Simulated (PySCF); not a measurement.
**UHF on Cl²⁺ (chlorine, charge +2)**

Configuration: [Ne] 3s1 3p3 3d1, high-spin 6D determinant (an excited configuration). All numbers are calculated (PySCF 2.14, no relativity, point nucleus, in aug-cc-pV(Q+d)Z).

| Item | Value |
| --- | --- |
| Total energy | -457.350213 hartree |
| One-electron energy | -615.9988 hartree |
| Hartree (Coulomb) energy | 185.7137 hartree |
| Exchange energy | -27.0652 hartree |
| Kinetic energy | 457.20318 hartree |
| ⟨S²⟩ | 8.7500 |
| ⟨L²⟩ | 6.035 |
| Sum of ⟨r⟩ | 11.58 bohr |
| Sum of ⟨r²⟩ | 17.15 bohr² |
| Traceless quadrupole moment −½Σ⟨3z² − r²⟩ along its main axis | 1.34 e·bohr² |
| Density at the nucleus (Gaussians lack the cusp) | 3180 bohr⁻³ |
| Spin density at the nucleus | 12.6 bohr⁻³ |
| Langevin diamagnetic susceptibility | -13.6 ×10⁻⁶ cm³/mol |

| shell | electrons | mean orbital energy (hartree) | spread (hartree) | rms radius, mean of both spins (bohr) |
| --- | --- | --- | --- | --- |
| 1s α | 1 | -106.12086 | 0 | 0.106 |
| 1s β | 1 | -106.05238 | 0 | 0.106 |
| 2s α | 1 | -11.77778 | 0 | 0.480 |
| 2s β | 1 | -11.67896 | 0 | 0.480 |
| 2p α | 3 | -9.26115 | 0.00421 | 0.450 |
| 2p β | 3 | -9.15594 | 0.01325 | 0.450 |
| 3s α | 1 | -2.24019 | 0 | 1.53 |
| 3p α | 3 | -1.58737 | 0.02758 | 1.68 |
| 3d α | 1 | -0.81815 | 0 | 2.16 |

The outer electron is Rydberg-like, and this basis confines it to a smaller radius and binds it less than a complete one would.

Spin-orbit constants ζ (cm⁻¹) from the X2C one-electron operator on these orbitals (non-relativistic here): bare nucleus, nucleus screened by l(l+1)(2l+1)/3 electrons, and screened by the Breit-Pauli mean field of the electrons.

```csv
shell,bare,screened nucleus,mean field
2p,9879,8717,8187
3p,922.6,814.1,757.4
3d,52.83,21.76,16.34
```

To first order the Landé constant is A = 3.267 cm⁻¹, so the lowest level has J = 1/2 and lies 0.00284 eV below the centre of the term. This holds in LS coupling only.
